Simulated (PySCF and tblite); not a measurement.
The numbers below are computed, except where a source is named.
## Conformers and averaged properties: C₈H₁₀, numbered as in [CH2:1]=[CH:2][C:3]1=[CH:4][CH2:5][CH2:6][CH:7]=[CH:8]1

Geometries GFN2-xTB; weights from PBE0-D3(BJ)/def2-SVP (IEF-PCM, chloroform) energies and GFN2-xTB thermal corrections, with symmetry numbers and mirror pairs. Conformers within 3 kcal/mol (GFN2-xTB free energy) were kept, 7 at most. GIAO shieldings: KT3/pcSseg-1 (IEF-PCM, chloroform). Couplings: B3LYP/6-31G* with pcJ-1 on H (gas phase; spin-dipole term only for pairs with B, N, F, Si or P). Couplings are for ¹H; a prime marks the second kind of pair between the same two sets of atoms. H–H couplings come out 0.1 to 0.9 Hz lower than with pcJ-1 on all atoms. Shifts are against TMS (¹H), TMS (¹³C) at the same level; of two unlike H on one atom, a is the less shielded. Run with PySCF (density fitting) and tblite.

Torsions listed: C1–C2–C3–C4. The 6-ring runs over atoms 3–4–5–6–7–8. Of a mirror pair one member is shown.

| conformer | shape | symmetry | E(GFN2) kcal/mol | E(DFT) kcal/mol | G(298.15 K) kcal/mol | weight % | dipole D |
| --- | --- | --- | --- | --- | --- | --- | --- |
| 1 | 6-ring half-chair (ring torsions 32, -45, 33, -2, -16, 0°); 171° | C1 (pair) | 0.00 | 0.00 | 0.00 | 98.3 | 1.07 |
| 2 | 6-ring half-chair (ring torsions 32, -45, 32, -1, -16, -1°); 18° | C1 (pair) | 0.56 | 2.57 | 2.41 | 1.7 | 0.83 |

Weights (%) against temperature:

| T (K) | 1 | 2 | S(mix) cal/mol/K |
| --- | --- | --- | --- |
| 150 | 100.0 | 0.0 | 1.38 |
| 200 | 99.8 | 0.2 | 1.41 |
| 250 | 99.3 | 0.7 | 1.47 |
| 298.15 | 98.3 | 1.7 | 1.55 |
| 400 | 95.3 | 4.7 | 1.76 |

Averaged shifts at 298.15 K. ¹H: 6.44 (H8, 1H), 6.27 (H2, 1H), 6.17 (H7, 1H), 5.96 (H4, 1H), 5.33 (H1a, 1H), 5.08 (H1b, 1H), 2.43 (H5, 2H), 2.33 (H6, 2H) ppm. ¹³C: 133.4 (C2), 130.2 (C3), 127.2 (C4), 125.5 (C7), 118.5 (C8), 105.2 (C1), 28.5 (C5), 28.1 (C6) ppm.

Averaged couplings (Hz): ²J(H1a,H1b) -1.1, ³J(H1a,H2) 17.1, ³J(H1b,H2) 12.3, ³J(H4,H5) 6.1, ²J(H5,H5) -18.8, ³J(H5,H6) 9.3, ³J(H5,H6′) 11.9, ²J(H6,H6) -17.5, ³J(H6,H7) 5.4, ³J(H7,H8) 11.3.

Coordinates of conformer 1 (Å):

```xyz
18

C     3.030    0.292   -0.441
C     1.959   -0.367   -0.869
C     0.610   -0.264   -0.333
C    -0.422   -0.854   -0.960
C    -1.817   -0.777   -0.423
C    -2.049    0.540    0.316
C    -0.892    0.841    1.222
C     0.344    0.474    0.899
H     2.996    0.992    0.376
H     3.991    0.159   -0.907
H     2.058   -1.042   -1.710
H    -0.264   -1.444   -1.852
H    -2.543   -0.890   -1.230
H    -1.966   -1.616    0.270
H    -2.145    1.359   -0.408
H    -2.980    0.495    0.883
H    -1.095    1.404    2.122
H     1.178    0.703    1.544
```

Shifts are unscaled: against experiment ¹³C can be off by 15 ppm or more and ¹H by 0.8 ppm.

Search and properties took 3.7 min on 1 thread of Arm Neoverse N1 (shared host) (rough), launched as `OMP_NUM_THREADS=1 python ens_run.py task.json out`.
